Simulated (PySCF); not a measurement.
C4H13NOSi.
Z-matrix (Å and degrees, PBE0-D3(BJ)/def2-SVP geometry), rows numbered from 1:
```
C 
C   1  1.5123
O   2  1.4036  1  110.08
Si  3  1.6674  2  127.19  1   139.16
N   4  1.7184  3  112.12  2  -143.88
C   5  1.4412  4  120.63  3    69.21
C   5  1.4405  4  123.19  3   -95.07
H   1  1.1006  2  110.57  3   -61.83
H   1  1.1002  2  110.32  3    57.52
H   1  1.1009  2  110.93  3   177.75
H   2  1.1085  1  109.95  3   122.34
H   2  1.1062  1  109.95  3  -120.69
H   4  1.4984  3  105.93  2   -23.83
H   4  1.4919  3  110.66  2    97.65
H   6  1.1062  5  111.08  4   137.50
H   6  1.1011  5  110.69  4    18.30
H   6  1.1080  5  112.59  4  -101.99
H   7  1.1082  5  112.48  4   104.71
H   7  1.0999  5  110.61  4   -15.68
H   7  1.1065  5  111.12  4  -135.05
```

The closed-shell ground state was solved at several levels (PySCF, density fitting, gas phase, non-relativistic).

| level | basis functions | total energy (Eh) | HOMO (eV) | LUMO (eV) | gap (eV) | dipole (D) |
| --- | --- | --- | --- | --- | --- | --- |
| CAM-B3LYP/def2-SVPD | 251 | -579.3377 | -7.85 | 1.26 | 9.11 | 0.57 |
| PBE0/pcSseg-1 | 191 | -579.2511 | -6.45 | 1.20 | 7.65 | 0.61 |

Q: What might wB97X-D/pcSseg-1 (191 basis functions) give for the same quantities?

A: Total energy -579.6208 Eh, HOMO -8.32 eV, LUMO 3.00 eV, gap 11.32 eV, dipole 0.61 D.

Q: Over all these levels, which gives the widest orbital gap and which the narrowest?

A: wB97X-D/pcSseg-1 (range-separated hybrid) has the widest, 11.32 eV, and PBE0/pcSseg-1 (global hybrid, 25 % exact exchange) the narrowest, 7.65 eV. The two share the basis. From the narrowest to the widest the HOMO moves by -1.87 eV and the LUMO by +1.80 eV.

Q: How far do the dipole and the HOMO energy spread over the levels?

A: The dipole runs from 0.57 to 0.61 D (mean 0.60 D) and the HOMO from -8.32 to -6.45 eV.

One conformer stands for the species.

wB97X-D is run here without its empirical dispersion term; that term would change no orbital, density or response property at a fixed geometry.
